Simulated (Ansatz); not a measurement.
`O=C[SiH2]F` + `[OH][SnH3]` → `O=C[O][SnH3]` + `F[SiH3]`  (substitution at a C–Si bond)

Gas-phase electronic energies from Ansatz, PBE0-D4/def2-TZVP geometries. CBS: MP2 limit from def2 TZ/QZ plus the TZ coupled-cluster correction, frozen cores. This one scheme is used for every species. DFT in def2-TZVPP. def2 core potentials past Kr. For Sn outer-core shells are correlated without core-valence functions, which leaves a few kJ/mol of doubt a bond. Each species was taken in one conformer, which may not be the lowest.

```csv
level,ΔE (kJ/mol)
PBE-QIDH,-99.4
HF/def2-TZVPP,-97.7
```

**Question.** What does CCSD(T)/CBS give? (Best estimate.)

**Answer.** The calculation gave: -88.9 kJ/mol. The listed levels differ from it by -10.5, -8.8 kJ/mol.

Largest T1 diagnostic among the species: 0.017.

From BLYP to BHLYP (50 % exact exchange), in def2-TZVPP and without D4, ΔE moves by −6.7 kJ/mol. At CCSD(T), def2-SVP lies −29.8 kJ/mol from the extrapolated value and def2-TZVPP −4.1 kJ/mol. Leaving LDA and LC-ωPBE aside and taking each functional with its dispersion term where it has one, the values, not all of them listed here, spread over 11.2 kJ/mol, from r2SCAN-D4 to BLYP-D4. LDA lies −17.8 kJ/mol from PBE without D4.
